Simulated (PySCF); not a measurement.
# Interval between two levels of Sc by level of theory

Sc [Ar] 3d1 4s2 [2D5/2, M_J = 5/2] → Sc [Ar] 4s2 4p1 [2P3/2, M_J = 3/2], as a difference of total energies. Calculation: PySCF 2.14, in x2c-TZVPall-2c; the two-component X2C-1e Hamiltonian. Correlated levels: [Ne] frozen. "Screened" scales the spin-orbit matrix elements by Boettger's factors to mimic the two-electron term; Breit and QED terms are absent.

```
                    method  interval between two levels (cm⁻¹)
           GHF (spin-free)                               22352
          GMP2 (spin-free)                               20201
 GHF (screened spin-orbit)                               22368
GMP2 (screened spin-orbit)                               20216
```

Errors of the correlated levels include the incompleteness of this basis and the frozen core.

The determinant of the upper state mixes levels of different J (the jj label is only the starting occupation), so the difference between spin-free and spin-orbit rows is not the physical spin-orbit shift.

For comparison: 18687 cm⁻¹ (measured; NIST Handbook of Basic Atomic Spectroscopic Data (Sansonetti and Martin, J. Phys. Chem. Ref. Data 34, 1559 (2005))).
